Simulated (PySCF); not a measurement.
Gas-phase reaction: 4 CHF2 ⇌ CH3CF3 + C2HF5

Method: PySCF energies (xtb for GFN2) plus ideal-gas RRHO corrections (1 bar). † marks an energy on the PBE0/def2-TZVP geometry and frequencies; other levels use their own. MP2 freezes the core. 6-31G* has spherical d functions here. Open shells (unrestricted): CHF2 (multiplicity 2); the rest are closed-shell singlets. GFN2 has no spin-polarisation term. B3LYP is the form with VWN-RPA correlation. CHF2: computed as isolated molecules; such fragments, hydroxides, amides, oligomers or adducts are transient or little studied in the gas. MP2 isn't extrapolated to the basis-set limit.

```
level               ΔH°(298 K), kJ
------------------  --------------
B3LYP/6-31G*                   [?]
BLYP/def2-TZVP†               -765
GFN2-xTB                      -958
HF/def2-TZVP†                 -659
M06-2X/def2-TZVP†             -884
MP2/def2-TZVPP†               -910
PBE0/def2-QZVP†                [?]
PBE0/def2-SVP†                -889
LDA/def2-TZVP†                 [?]
ωB97M-V/def2-TZVP†             [?]
ωB97X-V/def2-TZVP†            -882
```

Task: Fill in the missing entries.

Result: 
- B3LYP/6-31G*, ΔH°(298 K), kJ: -872
- PBE0/def2-QZVP†, ΔH°(298 K), kJ: -836
- LDA/def2-TZVP†, ΔH°(298 K), kJ: -983
- ωB97M-V/def2-TZVP†, ΔH°(298 K), kJ: -899
